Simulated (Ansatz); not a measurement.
SiNH6ClO, singlet: at a first-order saddle point.

The input file, in.yaml:

```yaml
crystal:
  periodic: [false, false, false]
  atoms:
    - {symbol: Si, position_ang: [-0.599531, 0.198393, -0.515807]}
    - {symbol: N, position_ang: [0.031047, -0.811332, 0.929392]}
    - {symbol: H, position_ang: [-0.580044, -0.537243, -1.800549]}
    - {symbol: H, position_ang: [-2.051115, 0.128681, -0.136802]}
    - {symbol: Cl, position_ang: [-0.579170, 2.305312, -0.478684]}
    - {symbol: H, position_ang: [1.111951, -0.336702, 0.449239]}
    - {symbol: O, position_ang: [1.354185, 0.256267, -0.582824]}
    - {symbol: H, position_ang: [-0.326051, -0.524320, 1.831898]}
    - {symbol: H, position_ang: [-0.107672, -1.810471, 0.831173]}
    - {symbol: H, position_ang: [1.746300, 1.131315, -0.527036]}
basis:
  gaussian: {orbitals: def2-TZVPP}
hamiltonian: {xc: {name: BLYP}, dispersion: d4}
```

Command:

```bash
ansatz run in.yaml --threads 4 --pin off --events-out ev --progress --plain --max-ram 9574MiB
```

Output of Ansatz 0.2.0:

```
Functional definition: BLYP
  name "BLYP"
  cite "Becke, Phys. Rev. A 38, 3098 (1988) doi:10.1103/PhysRevA.38.3098"
  cite "Lee, Yang & Parr, Phys. Rev. B 37, 785 (1988) doi:10.1103/PhysRevB.37.785"
  parameter beta = 0.0042
  parameter a = 0.04918
  parameter b = 0.132
  parameter c = 0.2533
  parameter d = 0.349
  exchange = b88_x(beta = beta)
  correlation = lyp_c(a = a, b = b, c = c, d = d)
1242 factors; their error is unknown
mean field evaluation 1: about -24024.0721 eV, gradient 8.8e1 eV
mean field evaluation 2: about -23972.1616 eV, gradient 1.7e2 eV
mean field evaluation 4: about -24036.7170 eV, gradient 2.1e1 eV
mean field evaluation 8: about -24037.5069 eV, gradient 1.6e-1 eV
mean field evaluation 16: about -24037.4781 eV, gradient 1.5e-4 eV
mean field -24037.47808540 eV, -883.3610264506 hartree, gradient 5.0e-5 eV, S^2 0.000000; 0 other end points of the search recorded, 0 dependent functions left out
reference -24037.47842500 eV, -883.3610389306 hartree; 26, 26 occupied and 204, 204 virtual orbitals, 1242 factors
Total energy: -24037.94066705 eV, -883.3780260127 hartree
```

The run took about 0.7 s on 4 CPU threads of an AMD EPYC 9R45 (shared host).
